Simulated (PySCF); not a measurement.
An equivalent PySCF input for Mn²⁺ (manganese, charge +2), [Ar] 3d5, high-spin 6S determinant, with scalar relativity by spin-free X2C-1e:

```python
from pyscf import gto, scf, dft, mp, cc
import basis_set_exchange as bse
mol = gto.M(atom="Mn 0 0 0", charge=2, spin=5, symmetry="D2h",
            basis=gto.basis.parse(bse.get_basis("aug-cc-pwCVTZ-DK", elements=["Mn"], fmt="nwchem")),
            nucmod="G")
mf = dft.UKS(mol, xc="R2SCAN").sfx2c1e()
mf.irrep_nelec = {'Ag': (5, 3), 'B1g': (1, 0), 'B2g': (1, 0), 'B3g': (1, 0), 'B1u': (2, 2), 'B2u': (2, 2), 'B3u': (2, 2)}
mf.kernel()
```

It reaches the same state as the run whose output follows, with an energy that differs only through the grid. The run itself started from symmetry-adapted Hartree-Fock orbitals and held the occupation by maximum overlap, on a logarithmic radial grid, so the iterations belong to that start.

```
SCF conv_tol = 1e-09
number electrons alpha = 14  beta = 9
XC functionals = R2SCAN
    J. W. Furness, A. D. Kaplan, J. Ning, J. P. Perdew, and J. Sun.,  J. Phys. Chem. Lett. 11, 8208-8215 (2020)
    J. W. Furness, A. D. Kaplan, J. Ning, J. P. Perdew, and J. Sun.,  J. Phys. Chem. Lett. 11, 9248-9248 (2020)
    J. W. Furness, A. D. Kaplan, J. Ning, J. P. Perdew, and J. Sun.,  J. Phys. Chem. Lett. 11, 8208-8215 (2020)
    J. W. Furness, A. D. Kaplan, J. Ning, J. P. Perdew, and J. Sun.,  J. Phys. Chem. Lett. 11, 9248-9248 (2020)
cycle= 1 E= -1157.6681705952  delta_E= -0.0067  |g|= 0.0265  |ddm|= 0.429
cycle= 2 E= -1157.66813475353  delta_E= 3.58e-05  |g|= 0.034  |ddm|= 0.101
cycle= 3 E= -1157.66832067572  delta_E= -0.000186  |g|= 0.00181  |ddm|= 0.0536
cycle= 4 E= -1157.66832132256  delta_E= -6.47e-07  |g|= 0.000163  |ddm|= 0.00313
cycle= 5 E= -1157.66832132729  delta_E= -4.73e-09  |g|= 2.27e-05  |ddm|= 0.000429
cycle= 6 E= -1157.66832132738  delta_E= -9.78e-11  |g|= 7.79e-07  |ddm|= 7.6e-05
converged SCF energy = -1157.66832132738  <S^2> = 8.7503633  2S+1 = 6.0001211
```
